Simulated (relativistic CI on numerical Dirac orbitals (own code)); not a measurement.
**Hyperfine structure of Os¹⁹⁺, mass number 187**

Calculated at this level of theory: Dirac-Coulomb-Breit CI, separate exchange-only KLI orbitals for each configuration, model QED (radiative potential, 1s self-energy scaled to tabulated hydrogen-like ionisation energies), unscaled Slater integrals (own radial code, finite nucleus).

Configuration list (outside the closed core [Ar] 3d10): 4s2 4p6 4d10 4f11, 4s2 4p6 4d10 4f10 5s, 4s2 4p6 4d10 4f9 5s2, 4s2 4p6 4d10 4f10 5p, 4s2 4p6 4d9 4f12, 4s2 4p6 4d10 4f10 5d, 4s2 4p6 4d8 4f13, 4s2 4p6 4d10 4f10 6s, 4s2 4p5 4d10 4f12, 4s2 4p4 4d10 4f13, 4p6 4d10 4f13, 4s 4p6 4d10 4f11 5s, 4s 4p6 4d9 4f13, 4s 4p6 4d10 4f11 6s. Levels of other configurations are missing.

Nuclear spin I = 1/2, μ = 0.06442 μN (tables of Stone and Pyykkö). The electronic factors are computed for point nuclear moments, without core polarisation or the Bohr-Weisskopf and QED corrections.

```tsv
Level	E (eV)	A (MHz)
4s2 4p6 4d10 4f11 4I°_15/2	0.0000	260.6
4s2 4p6 4d10 4f11 4I°_13/2	2.4812	300.9
4s2 4p6 4d10 4f11 4F°_7/2	5.9545	265.8
4s2 4p6 4d10 4f11 4F°_5/2	6.1947	267.4
4s2 4p6 4d10 4f11 2K°_15/2	7.3388	307.8
4s2 4p6 4d10 4f11 4G°_11/2	7.5696	294.2
```

Levels with J = 0, under 50 % of one LS term, or S terms without an open s electron are left out. Small factors come from cancelling terms and can be off by tens of per cent or more.

At this charge transitions that keep the count of f electrons are usually good to a few per cent. Terms inside the open d or f shell come out 10 to 20 % too wide with unscaled integrals. Levels that differ in their count of f electrons can be misplaced by several ten thousand cm⁻¹, since the correlation energy of f electrons is missing or only estimated; rates across such gaps can be off by orders of magnitude.

Give the hyperfine levels of 4s2 4p6 4d10 4f11 4I°_15/2 relative to its centre of gravity.

With K = F(F + 1) − I(I + 1) − J(J + 1), E = AK/2: F = 7: -1108, F = 8: 977.3 MHz.

LS names give the leading component of a level, which can be under half, so a name can repeat, a term be missing and a line seem to break the LS rules.
